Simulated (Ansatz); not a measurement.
`F[Si](Cl)(Br)Br`, 5 atoms. Charge 0, multiplicity 1. Correlated methods include outer-core shells of Br, which these sets cover unevenly. Scalar relativity is left out up to krypton. All runs use 4 threads of a server CPU on a shared host. Correlated methods freeze the cores.

Give the basis size and wall time and peak host memory of each of these runs in Ansatz. RKS PBE0-D4/def2-TZVPP energy; RKS r2SCAN0-D4/def2-TZVPP energy; RKS ωB97M-V/def2-SVP energy; RKS PBE0-D4/def2-SVP energy; RHF-MP2/def2-QZVPP energy; RHF-CCSD(T)/def2-SVP energy; RHF-CCSD(T)/def2-TZVPP energy; RKS PBE0-D4/def2-QZVPP energy; RKS ωB97M-V/def2-TZVPP energy and forces; RKS r2SCAN-D4/def2-TZVPP energy and forces; RKS PBE0-D4/def2-TZVP relaxation (5 steps); direct RPA on PBE orbitals/def2-TZVPP energy. (Best estimate.)

Ansatz gave: Other jobs shared the machine, so times are rough.

```json
{"level": "RKS PBE0-D4/def2-SVP", "job": "energy", "functions": "114", "wall time": "1.4 s", "peak host memory (GiB)": "0.29"}
{"level": "RKS PBE0-D4/def2-TZVPP", "job": "energy", "functions": "211", "wall time": "4.1 s", "peak host memory (GiB)": "0.88"}
{"level": "direct RPA on PBE orbitals/def2-TZVPP", "job": "energy", "functions": "211", "wall time": "4.4 s", "peak host memory (GiB)": "0.46"}
{"level": "RKS r2SCAN-D4/def2-TZVPP", "job": "energy and forces", "functions": "211", "wall time": "5.5 s", "peak host memory (GiB)": "0.35"}
{"level": "RKS ωB97M-V/def2-SVP", "job": "energy", "functions": "114", "wall time": "5.5 s", "peak host memory (GiB)": "0.41"}
{"level": "RKS r2SCAN0-D4/def2-TZVPP", "job": "energy", "functions": "211", "wall time": "7.5 s", "peak host memory (GiB)": "0.9"}
{"level": "RHF-CCSD(T)/def2-SVP", "job": "energy", "functions": "114", "wall time": "8.5 s", "peak host memory (GiB)": "0.49"}
{"level": "RKS PBE0-D4/def2-QZVPP", "job": "energy", "functions": "375", "wall time": "11 s", "peak host memory (GiB)": "1.9"}
{"level": "RKS ωB97M-V/def2-TZVPP", "job": "energy and forces", "functions": "211", "wall time": "14 s", "peak host memory (GiB)": "1"}
{"level": "RHF-MP2/def2-QZVPP", "job": "energy", "functions": "375", "wall time": "19 s", "peak host memory (GiB)": "1.8"}
{"level": "RKS PBE0-D4/def2-TZVP", "job": "relaxation (5 steps)", "functions": "201", "wall time": "31 s", "peak host memory (GiB)": "0.75"}
{"level": "RHF-CCSD(T)/def2-TZVPP", "job": "energy", "functions": "211", "wall time": "2.7 min", "peak host memory (GiB)": "3"}
```
